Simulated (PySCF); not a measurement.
# Electron correlation in Ba³³⁺ (barium, charge +33)

[Ar] 3d5, high-spin 6S determinant. Calculation: PySCF 2.14, in an even-tempered Gaussian basis (17 s from 5 bohr⁻², ratio 2.5; 11 p from 6.5 bohr⁻², ratio 2.5; 8 d from 6.5 bohr⁻², ratio 2.5; 4 f from 26 bohr⁻², ratio 2.7; 3 g from 39 bohr⁻², ratio 2.7); no relativity, point nucleus. Frozen: [Ne]; 13 electrons correlated; the 32 highest virtual orbitals of each spin left out.

MP2 pair energies summed by pair of shells (mhartree):

```json
{"pair": "3p-3d", "energy": "-220.04", "share (%)": "44.7"}
{"pair": "3p-3p", "energy": "-118.31", "share (%)": "24.1"}
{"pair": "3d-3d", "energy": "-71.53", "share (%)": "14.5"}
{"pair": "3s-3p", "energy": "-43.65", "share (%)": "8.9"}
{"pair": "3s-3d", "energy": "-32.82", "share (%)": "6.7"}
{"pair": "3s-3s", "energy": "-5.50", "share (%)": "1.1"}
```

Total MP2 correlation energy: -491.85 mhartree.

At this charge a non-relativistic calculation is a model, useful for the Z dependence of the correlation energy.

Spin-orbit coupling is strong in this species, so the high-spin LS determinant is a model state.
